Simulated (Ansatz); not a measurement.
This geometry of AlBrClH₃ (6 atoms, charge 0, multiplicity 1) is a first-order saddle point.

The calculation used Ansatz, RKS B3LYP-D4/def2-SVP.

```xyz
6
Properties=species:S:1:pos:R:3
Al -0.078 -0.103 0.033
H -0.174 0.178 1.644
H 1.304 0.064 -0.690
Cl -1.913 0.115 -0.989
Br -0.052 -2.575 1.105
H -0.144 -1.181 1.767
```

Task: Which two structures does it join? (They come from a converged band through this point; their orientation in space is the band's.)

Result: Bonds broken: Al1–H2, Br5–H6. Bonds formed: H2–H6. AlBrClH3 becomes AlBrClH + H2.

First end point:

```xyz
6
Properties=species:S:1:pos:R:3
Al 0.060 0.215 0.030
H 0.149 0.944 1.426
H 1.291 -0.049 -0.921
Cl -1.891 0.048 -0.812
Br 0.236 -2.409 1.144
H -0.902 -2.252 2.002
```

Last end point:

```xyz
6
Properties=species:S:1:pos:R:3
Al 0.002 -0.739 -0.238
H -0.547 0.245 1.883
H 1.335 0.063 -0.384
Cl -1.831 0.141 -0.797
Br 0.026 -2.939 0.277
H -0.042 -0.273 2.129
```

Task: How far does it lie above each of them?

Result: 0.192 eV above the first and 1.374 eV above the second. This is the barrier of this one path; another mechanism may lie lower. The orbitals stay closed-shell, which can raise the energy where a bond breaks towards radicals; this wasn't checked here.

Run time: 2.8 min on 2 threads of Arm Neoverse N1 (shared host), peak memory 0.18 GiB.
